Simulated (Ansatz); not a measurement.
Spectroscopic constants of AuH, closed-shell singlet (the spin of the measured ground state). No spin–orbit coupling.

Constants: fifth-degree fit in 1/R to seven points, most abundant isotopes. Runs in def2 and cc sets follow the lowest solution found near the PBE0 minimum. The singlet is held restricted.

Codes used: Ansatz (Gaussian basis) for Hartree–Fock, density functionals and correlated methods. Values without a source in brackets are computed. In def2 rows elements past Kr take small-core potentials, without spin–orbit coupling.

Energies at B97M-V/def2-TZVPP:

```
R (Å)       E (hartree)
--------  -------------
1.427596  -136.29827108
1.465972  -136.30153004
1.501278  -136.30329083
1.541189  -136.30409668
1.581101  -136.30386556
1.627152  -136.30255984
1.680879  -136.29993579
```

With a reduced mass of 1.0027 u, find the minimum, the force constant and the constants.

A fifth-degree polynomial in 1/R puts the minimum at r_e = 1.5512 Å with force constant 269 N/m. Then ω_e = (1/2πc)√(k/μ) = 2134 cm⁻¹ and B_e = h/(8π²cμr_e²) = 6.987 cm⁻¹; the cubic and quartic terms give α_e = 0.23 and ω_e x_e = 43 cm⁻¹.

Ansatz is a quantum-chemistry and plane-wave program.
